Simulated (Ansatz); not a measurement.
Two isomers of C3H10Si2: A = `[SiH3]CC1C[SiH2]1`, B = `[SiH3]C1C[SiH2]C1`.

Program: Ansatz. Geometries: PBE0-D4/def2-TZVP. ΔE: electronic, gas phase. CCSD(T)/CBS is the MP2 limit (def2-TZVPP, def2-QZVPP) plus CCSD(T) − MP2 in def2-TZVPP, frozen cores. Functionals use def2-TZVPP. One conformer a species, not always the lowest.

(1) Which isomer does CCSD(T)/CBS put lower? Give the gap. (Estimate.)

(2) Give E(B) − E(A) in kJ/mol with HF/def2-TZVPP, BLYP-D4, ωB97M-V, CCSD(T)/def2-TZVPP, LDA (SPW92), r2SCAN-D4, PBE-D4. (Best estimate.)

(3) Does the order hold for the free energy at 298.15 K (harmonic terms from PBE0-D4)? (An estimate is asked.)

Largest T1 diagnostic: 0.011.

Results:

(1) Computed: B, by 57.9 kJ/mol.

(2) Computed: HF/def2-TZVPP -61.7, BLYP-D4 -50.0, ωB97M-V -58.5, CCSD(T)/def2-TZVPP -57.4, LDA (SPW92) -50.8, r2SCAN-D4 -49.7, PBE-D4 -50.4. None reverses the order clearly.

(3) Ansatz gave: Yes: G(B) − G(A) = -54.0 kJ/mol, for one conformer each.

From PBE to PBE0 (25 % exact exchange), in def2-TZVPP and without D4, E(B) − E(A) moves by −6.2 kJ/mol. The D4 term adds −4.9 kJ/mol with B3LYP and −2.4 kJ/mol with PBE0; it sums over pairs of atoms, weighted by their polarisabilities, and B3LYP, whose exchange is more repulsive, gets the larger term.

B3LYP here is the variant with VWN-RPA as its local correlation; programs differ in this.
